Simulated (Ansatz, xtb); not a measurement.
## CHBClSn+: where a starting geometry ends

The starting geometry of this gas-phase singlet was built from a drawn formula by distance geometry and a force field; its bonds are those of `ClB[C]#[Sn+]`.

```xyz
5

C    -0.0166   -0.1452    0.3902
B    -0.9449   -1.1056   -0.3853
Cl   -2.4785   -1.7529    0.4190
Sn    1.0171    0.9159    1.3271
H    -0.6488   -1.4516   -1.4669
```

Q: Predict what becomes of its bonds when it is optimised with r2SCAN-D4/def2-SVP.

A: A new bond forms, giving a structure with Cl3 bridging B2 and C1, given below by its coordinates. Distances that change by over a tenth: C1–Sn4 (1.75 → 2.09 Å). Contacts that close: C1–Cl3 (2.94 → 1.99 Å).

The energy falls by 2.72 eV over 10 steps:

```json
{"step": "1", "E − E(last) (eV)": "2.715"}
{"step": "2", "E − E(last) (eV)": "0.737"}
{"step": "3", "E − E(last) (eV)": "0.557"}
{"step": "4", "E − E(last) (eV)": "0.487"}
{"step": "5", "E − E(last) (eV)": "0.417"}
{"step": "6", "E − E(last) (eV)": "0.267"}
{"step": "7", "E − E(last) (eV)": "0.108"}
{"step": "8", "E − E(last) (eV)": "0.012"}
{"step": "9", "E − E(last) (eV)": "0.000"}
{"step": "10", "E − E(last) (eV)": "0.000"}
```

Final geometry (Å):

```xyz
5

C    -0.2353   -0.3395    0.3255
B    -0.7582   -1.1623   -0.7230
Cl   -1.9530   -1.2368    0.7689
Sn    0.7410    0.9137    1.6795
H    -0.8661   -1.7145   -1.7667
```

From the same start GFN2-xTB ends elsewhere, differing in C1–Cl3 (3.02 against 1.99 Å here), C1–H5 (1.11 against 2.58 Å here), B2–H5 (2.18 against 1.19 Å here).

No frequencies were run, so the end isn't proven a minimum. Atoms past krypton carry core potentials, without spin–orbit terms. Run with Ansatz 0.2.0, 36 s on 1 thread of Arm Neoverse V2 (shared host).
